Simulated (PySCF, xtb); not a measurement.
Si(H)(Me)2(OH) (C₂H₈OSi), SMILES C[SiH](O)C.

GFN2-xTB run with xtb at its own geometry gives an orbital gap of 6.80 eV and a dipole moment of 1.71 D.

Geometry: B3LYP-D3(BJ)/def2-SVP. Other conformers were not sampled.

**Question.** What does PySCF with CAM-B3LYP/def2-TZVP give? (An estimate is asked for; the answer gives what the named calculation found.)

**Answer.** gap 11.07 eV (levels -9.59 and 1.48 eV), dipole 1.94 D.
